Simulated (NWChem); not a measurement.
Species: 1,1,1-trifluoroethane (C2H3F3); SMILES FC(F)(C)F

Program: NWChem. Pople sets run with spherical d functions. Coordinates come from a PBE0/def2-SVP optimisation. B3LYP is NWChem's, with the RPA form of VWN correlation.

**Question.** Taking B3LYP/aug-cc-pVTZ as the yardstick, which of these has the fewest basis functions while keeping “dipole (D)” within 0.1 D of it: B3LYP/def2-TZVP; B3LYP/3-21G; B3LYP/STO-3G; B3LYP/6-31+G*; B3LYP/6-31G*; B3LYP/def2-SVPD; B3LYP/6-311++G**; B3LYP/def2-SVP?

**Answer.** B3LYP/6-31+G* (a larger set in the list lies outside the tolerance).
```json
[
 {"level": "B3LYP/STO-3G", "basis functions": "28", "dipole (D)": "1.14"},
 {"level": "B3LYP/3-21G", "basis functions": "51", "dipole (D)": "2.07"},
 {"level": "B3LYP/6-31G*", "basis functions": "76", "dipole (D)": "1.97"},
 {"level": "B3LYP/def2-SVP", "basis functions": "85", "dipole (D)": "2.12"},
 {"level": "B3LYP/6-31+G*", "basis functions": "96", "dipole (D)": "2.35"},
 {"level": "B3LYP/6-311++G**", "basis functions": "131", "dipole (D)": "2.43"},
 {"level": "B3LYP/def2-SVPD", "basis functions": "133", "dipole (D)": "2.32"},
 {"level": "B3LYP/def2-TZVP", "basis functions": "173", "dipole (D)": "2.24"},
 {"level": "B3LYP/aug-cc-pVTZ", "basis functions": "299", "dipole (D)": "2.28"}
]
```

The yardstick is one finite set, not the basis-set limit.
